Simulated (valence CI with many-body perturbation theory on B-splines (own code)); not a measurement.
Values are calculated unless marked as measured or tabulated.
Hyperfine factors and g values of Hf XXIII

Method: valence CI with perturbative core correlation (CI+MBPT): four valence electrons over a frozen Dirac-Fock core [Kr] 4d10, radial functions for each j: 8 s, 8 p, 9 d, 9 f, 6 g, 3 h, 2 i, with the one-electron correlation potential Σ1 (screened to all orders), the two-electron term Σ2, the three-electron term Σ3, Breit, model QED; selected single and double excitations, second order for the rest, scaled by the run's own slope (own B-spline code, finite nucleus).

No measured spectrum was set against this ion. As an estimate, terms of the open shell hold to a few per cent of their energy, and close levels can change places. Core correlation moves these levels by up to 3300 cm⁻¹, and in measured spectra 5 to 20 % of such shifts remained as error; rates that hang on mixing are uncertain with them. Only levels of the ground parity were solved; by the run's estimate the other parity begins above the list, which can be wrong where configurations are misplaced.

A/g_I is the dipole constant over the nuclear g factor μ/I (μ in nuclear magnetons, uniformly magnetised nucleus), B/Q the quadrupole constant per barn. Both hold the static response of the core; the bare values leave it out. Large factors of s and p1/2 electrons are usually good to 5 to 10 %; those of open d and f shells near neutrality can be off by tens of per cent, and small factors of p3/2, d and f electrons come from cancelling terms and can be off by a factor of two or in sign, in half-filled shells by more. B is blank for J = 1/2, where it vanishes, and for nearly pure S terms. Energies count from the lowest level. Levels with J = 0 are left out.

Names give the largest LS component (configuration and term), which can be under half, so a name can repeat, a term be missing and a line seem to break the LS rules; names also repeat where a configuration has a term twice. Letters in brackets count levels of one name in rising energy.

| Level | E (cm⁻¹) | g | A/g_I (MHz) | A/g_I bare | B/Q (MHz/b) | B/Q bare |
| --- | --- | --- | --- | --- | --- | --- |
| 4f⁴ ⁵I_4 | 0.0 | 0.630 | 3820 | 3380 | -1680 | -1460 |
| 4f⁴ ⁵I_5 | 10868 | 0.907 | 2690 | 2650 | -1470 | -1300 |
| 4f⁴ ⁵I_6 | 20621 | 1.059 | 2120 | 2290 | -1300 | -1170 |
| 4f⁴ ⁵I_7 | 29001 | 1.146 | 1840 | 2140 | -1040 | -958 |
| 4f⁴ ⁵F_2 | 33017 | 0.983 | 2940 | 3080 | 1980 | 1740 |
| 4f⁴ ⁵F_1 | 35864 | 0.095 | 6950 | 5920 | 554 | 483 |
| 4f⁴ ⁵I_8 | 36321 | 1.197 | 1700 | 2090 | -703 | -684 |
| 4f⁴ ³G_4 [a] | 39313 | 1.041 | 2510 | 2710 | -2580 | -2270 |
| 4f⁴ ⁵F_3 | 41818 | 1.176 | 1770 | 2130 | 106 | 78.9 |
| 4f⁴ ⁵S_2 | 45111 | 1.652 | -243 | 765 | -549 | -508 |
| 4f⁴ ⁵G_2 | 46079 | 0.621 | 3940 | 3500 | -1050 | -905 |
| 4f⁴ ⁵G_3 | 48550 | 0.911 | 2820 | 2800 | 621 | 564 |
| 4f⁴ ³K_6 [a] | 48666 | 0.876 | 2800 | 2710 | 402 | 372 |
| 4f⁴ ³L_7 | 52435 | 0.970 | 2460 | 2510 | 1750 | 1520 |
| 4f⁴ ⁵F_5 [a] | 52443 | 1.245 | 1410 | 1850 | -764 | -722 |
| 4f⁴ ⁵F_4 | 53339 | 1.215 | 1420 | 1800 | 1850 | 1610 |
| 4f⁴ ³M_8 | 57032 | 1.024 | 2280 | 2410 | 3240 | 2800 |
| 4f⁴ ⁵G_4 | 63007 | 1.050 | 2200 | 2360 | -535 | -460 |
| 4f⁴ ⁵F_5 [b] | 64031 | 1.243 | 1250 | 1660 | 1940 | 1680 |
| 4f⁴ ³D_2 | 64814 | 1.166 | 1650 | 1970 | 1440 | 1270 |
| 4f⁴ ³G_3 [a] | 65247 | 0.859 | 2850 | 2730 | -1790 | -1560 |
| 4f⁴ ³P_1 | 70067 | 1.032 | 2650 | 2860 | -140 | -130 |
| 4f⁴ ¹D_2 [a] | 72625 | 1.022 | 1770 | 1810 | -695 | -633 |
| 4f⁴ ⁵G_5 | 73114 | 1.155 | 1810 | 2120 | -616 | -549 |
| 4f⁴ ³L_8 | 73952 | 0.996 | 2360 | 2440 | 3020 | 2650 |
| 4f⁴ ⁵G_6 | 74299 | 1.249 | 1300 | 1730 | -710 | -677 |
| 4f⁴ ³K_7 | 74311 | 0.957 | 2330 | 2330 | 1240 | 1100 |
| 4f⁴ ³M_9 | 75197 | 1.053 | 2150 | 2320 | 5180 | 4490 |
| 4f⁴ ³D_3 | 76129 | 1.261 | 982 | 1390 | 1050 | 910 |
| 4f⁴ ³F_4 [a] | 76195 | 1.196 | 1480 | 1840 | -2010 | -1780 |
| 4f⁴ ³I_5 | 76698 | 0.916 | 2520 | 2470 | 778 | 665 |
| 4f⁴ ³K_8 | 77838 | 1.031 | 2080 | 2190 | 2700 | 2340 |
| 4f⁴ ³H_6 [a] | 81264 | 1.157 | 1820 | 2140 | -208 | -203 |
| 4f⁴ ³F_2 [a] | 82037 | 0.716 | 4210 | 4020 | 776 | 705 |
| 4f⁴ ⁵D_1 | 83248 | 1.492 | -531 | 103 | 1250 | 1080 |
| 4f⁴ ³G_4 [b] | 83510 | 1.046 | 2100 | 2240 | -1190 | -1050 |
| 4f⁴ ³I_6 | 87944 | 1.086 | 2020 | 2230 | -594 | -528 |
| 4f⁴ ³I_7 | 87944 | 1.103 | 2030 | 2280 | 865 | 742 |

Q: Take the isotope of mass number 179, with I = 9/2, μ = -0.6389 μN and Q = 3.79 b. What is the hyperfine structure of 4f⁴ ⁵I_4?

A: From the table A = -542 MHz, B = -6380 MHz. Shifts from the centre of gravity in MHz: F = 1/2: 9000, F = 3/2: 8780, F = 5/2: 8330, F = 7/2: 7500, F = 9/2: 6080, F = 11/2: 3830, F = 13/2: 435, F = 15/2: -4480, F = 17/2: -11400.
